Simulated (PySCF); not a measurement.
Computed shifts of a molecule C2H8AlNO, PBE0/pcSseg-1 run with PySCF, GIAO, gas phase, equivalent atoms averaged, in ppm (number of nuclei): ¹³C: 58.1 (1), -15.2 (1). ¹H: 4.34 (3), 1.11 (1), 1.01 (1), -0.01 (3). ¹⁵N: 24.3 (1). References: ¹³C against TMS (σ = 186.3 ppm); ¹H against TMS (σ = 31.56 ppm); ¹⁷O against H2O (σ = 334.2 ppm); ¹⁵N against NH3 (σ = 267.4 ppm), references at their B3LYP-D3(BJ)/def2-TZVP geometries, non-relativistic. Geometry optimised at PBE-D3(BJ)/def2-SVP. One conformer was computed; it need not be the lowest.

Question: Which molecule gave these data?
(A) CC[O][AlH][NH2]
(B) C[O][Al]([CH3])[NH2]
(C) C[N](C)[AlH][OH]
(D) C[NH][Al]([CH3])[OH]

Answer: B, C[O][Al]([CH3])[NH2]
